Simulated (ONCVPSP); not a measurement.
## Reading a pseudo-wave (C)

Columns: radius, all-electron u(r) and pseudo u(r) of the 2p shell (level -5.23 eV) of carbon in the configuration [He] 2s2 2p2; PBEsol, scalar-relativistic, ONCV scheme, ONCVPSP 4.0.1.

```tsv
r (bohr)	all-electron	pseudo
0.150	0.0926	0.0295
0.300	0.2537	0.1127
0.450	0.4052	0.2350
0.600	0.5252	0.3762
0.750	0.6123	0.5144
0.900	0.6685	0.6311
1.050	0.6984	0.7142
1.200	0.7076	0.7591
1.350	0.7013	0.7684
1.500	0.6837	0.7496
1.650	0.6585	0.7124
1.800	0.6283	0.6660
1.950	0.5950	0.6178
2.100	0.5601	0.5717
2.250	0.5247	0.5296
2.400	0.4896	0.4912
2.550	0.4553	0.4557
2.700	0.4223	0.4223
2.850	0.3908	0.3908
3.000	0.3609	0.3609
3.150	0.3328	0.3328
3.300	0.3066	0.3066
3.450	0.2820	0.2820
3.600	0.2593	0.2593
3.750	0.2381	0.2381
3.900	0.2186	0.2186
```

(1) How many radial nodes do the two functions have?

(2) At about which radius was the pseudo-wave matched?

(3) Where does each function peak?

(4) Is the pseudo-wave norm-conserving?

Answers

(1) The all-electron 2p function has n − l − 1 = 0; the pseudo-wave has 0.

(2) 3.00 bohr. The columns agree to 0.0005 from 2.55 bohr on; several derivatives are matched, so the curves merge somewhat inside the radius.

(3) Outermost all-electron maximum near 1.20 bohr, pseudo maximum near 1.35 bohr (to the table’s step).

(4) Yes: the ONCV scheme keeps the norm inside the radius equal to the all-electron one, which fixes the energy derivative of the logarithmic derivative at the level.
